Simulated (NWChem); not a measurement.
Molecule: CH4BFOS; SMILES CSB(F)O

```xyz
9

B     -0.0463     0.8159     0.0000
F      0.6914     1.9296     0.0000
O     -1.3952     0.8918     0.0000
H     -1.7108     1.8028     0.0000
S      0.8128    -0.7699     0.0000
C     -0.5896    -1.9245     0.0000
H     -1.2095    -1.7900     0.8958
H     -0.1670    -2.9375     0.0000
H     -1.2095    -1.7900    -0.8958
```
Atoms are numbered in this order, from 1.

Computed with NWChem. Pople sets run with spherical d functions. Geometry: optimised at PBE0/def2-SVP. Ions are spin-unrestricted doublets at the neutral geometry; other ion states weren't tried.

For level B3LYP/6-31+G*:

```
Property       Result
-------------  ------
−ε(HOMO) (eV)    7.02
```

### Question
How do the values read with level BHandHLYP/6-31+G* instead?

### Answer
* **−ε(HOMO) (eV)**: 8.35
